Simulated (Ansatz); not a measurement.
```
atom   x (Å)   y (Å)   z (Å)
   C  0.0000  0.0000  0.0000
   C  0.0000  0.0000  8.0000
```

Basis set: pcseg-2 (spherical functions). Charge 0, multiplicity 3.

Computed with Ansatz (development build ahead of 0.2.0); each method stands on the lowest determinant of its kind that the runs found. Restricted functionals stand beside restricted open-shell atoms, which can lie above the unrestricted atoms usual in DFT and then raise those values.

(1) Give the atomization energy at this shape (free ground-state atoms in the same class of orbitals less the molecule, no zero-point energy) of triplet C₂ in separate pieces by PBE0 (restricted open-shell), PBE (restricted open-shell).

Results:

(1)

```json
{"method": "PBE0 (restricted open-shell)", "atomization energy": "-1.91 eV"}
{"method": "PBE (restricted open-shell)", "atomization energy": "-1.66 eV"}
```

Caution: stretched shape with no unrestricted run beside it, a lower state can exist; the molecule lies well above its atoms at this level; the shape is not the minimum.
